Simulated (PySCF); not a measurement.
## NMR problem set

Method: geometry: GFN2-xTB, NMR shieldings at PBE0/pcSseg-1/GIAO, in PySCF 2.14 (non-relativistic Hamiltonian, no solvent model, one computed conformer, averaged over atoms made equivalent by symmetry, fast rotation or ring inversion).

δ = σ(ref) − σ, references computed at the same level: 1H (σref 31.72) and 13C (σref 186.93) vs TMS. Where no couplings were computed, multiplicities follow the n + 1 count of equivalent neighbours, and m marks all less simple cases (inequivalent or close neighbours, rings, F or P nearby). Shifts are as computed. Against solution values, carbons near 30 ppm lie about +3 ppm off and those near 130 ppm about +5 ppm. Of 1211 compounds with measured shifts, 218 miss one by over three times the rms of a fit or turn the order of signals round; such compounds aren't used in these exercises. OH and NH positions are gas-phase values without hydrogen bonding to other molecules.

Problem. C4H16N2OSi2. 1H NMR (500 MHz, computed): δ 5.61 (d, 1H), 5.28 (m, 1H), 3.80 (m, 1H), 1.16 (d, 3H), 1.16 (d, 3H), 0.26 (d, 3H), 0.09 (br s, 2H), -0.32 (br s, 2H). 13C{1H} NMR (computed): δ 68.5, 28.2, 24.9, -2.3. What is it?

Solution. `InChI=1S/C4H16N2OSi2/c1-4(2)7-8(3)9(5)6/h4,8-9H,5-6H2,1-3H3/t8-/m0/s1`. The formula gives 0 degrees of unsaturation. 4 carbon signals for 4 carbons: no two carbons are equivalent. Carbon types of the structure: 1 × CH, 3 × CH3, leaving 6 H on heteroatoms. δC 68.5: sp3 CH bonded to O; the inductive effect lowers its shielding. δC -2.3: methyl carbon bonded to Si; an electropositive neighbour leaves it electron-rich and shielded. δH 3.80: hydrogen on an sp3 CH bonded to O; its carbon carries O, hence the downfield position. δH 0.26: hydrogen on a methyl carbon bonded to Si; an electropositive neighbour shields it, as in TMS itself.

The data come from this structure; uniqueness wasn't tested.

Problem. C6H12Si. 1H NMR (500 MHz, computed): δ 4.51 (m, 1H), 4.41 (m, 1H), 2.83 (m, 1H), 2.60 (m, 1H), 2.16 (m, 1H), 1.39 (m, 1H), 1.10 (m, 1H), 0.93 (m, 1H), 0.51 (m, 1H), 0.37 (m, 1H), 0.22 (m, 1H), -0.28 (m, 1H). 13C{1H} NMR (computed): δ 35.7, 31.1, 15.8, 6.9, 5.0, 3.9. Give a structure.

Solution. `C1C[C@@H](C2CC2)[SiH2]1`. Rings plus π bonds: 2 (2 rings in the answer). 6 carbon signals for 6 carbons: no two carbons are equivalent. Carbon types of the structure: 2 × CH, 4 × CH2, leaving 2 H on heteroatoms. δC 31.1: sp3 CH2 in a ring; aliphatic region, no heteroatom directly attached. δC 15.8, 6.9, 3.9: three-membered-ring carbon; carbons of three-membered rings are unusually shielded. δC 5.0: sp3 CH2 bonded to Si; an electropositive neighbour leaves it electron-rich and shielded. δH 0.93, 0.51, 0.37, 0.22, -0.28: hydrogen on a three-membered-ring carbon; cyclopropane-type protons are shielded by the ring.

The shifts were computed for this structure.
